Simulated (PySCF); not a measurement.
C4H10Ga (SMILES C[CH2][Ga][CH2]C), doublet, geometry from GFN2-xTB (such geometries of metal compounds can be far from the true shape) (the spin is typed, not shown lowest). Base run: PySCF with CAMB3LYP/3-21G.

The PySCF input:
```python
from pyscf import gto, scf, dft

mol = gto.Mole()
mol.atom = '''
    Ga    0.29340128    0.50836501    0.43322497
    C     1.39032336   -1.33519047    0.94378139
    C     1.02252615   -2.39459966   -0.08734467
    H     1.11211080   -1.66803198    1.94993458
    H     2.47100930   -1.15629593    0.94192441
    H     1.31280384   -2.07454094   -1.08980203
    H    -0.05457994   -2.57102279   -0.09045035
    H     1.51973782   -3.34585680    0.11933185
    C    -1.36430948    0.31834187   -1.00744777
    C    -2.01998177    1.66525240   -1.29034187
    H    -2.09823473   -0.38438905   -0.59614511
    H    -0.97066620   -0.11730328   -1.93293337
    H    -1.29452604    2.36707791   -1.70634517
    H    -2.42301241    2.09814249   -0.37271991
    H    -2.84143175    1.57008050   -2.00465158
'''
mol.basis = '3-21g'
mol.spin = 1
mol.verbose = 5
mol.build()

mf = dft.UKS(mol)
mf.xc = 'camb3lyp'
mf.kernel()
mf.analyze()
```

The base run was repeated with changes; each row names its change, and settings that it needs were set with it.

```csv
change,ΔE vs base (µEh),grid points,electrons on the grid,outcome
base,0.0,175456,64.99999,converged
grids.prune = dft.gen_grid.treutler_prune,1.8,152648,64.99999,converged
grids.level = 2,-2.7,111848,65.00009,converged
grids.level = 7,0.9,936136,65.00000,converged
"grids.atom_grid = (75, 302)",-2.6,218144,65.00008,converged
grids.becke_scheme = stratmann,1.0,175456,64.99999,converged
grids.level = 4,1.0,301896,65.00000,converged
grids.radi_method = mura_knowles,-0.1,166816,64.99999,converged
grids.prune = dft.gen_grid.sg1_prune,-,-,-,input refused
grids.level = 5,0.9,452592,65.00000,converged
"grids.atom_grid = (30, 110)",5484,36936,64.99931,converged
```

Open shells are given as the SCF converged; they aren't shown to be the lowest states, and a large step between rows can be another state.

- grids.prune = dft.gen_grid.sg1_prune: ended with `IndexError: index 31 is out of bounds for axis 0 with size 19`
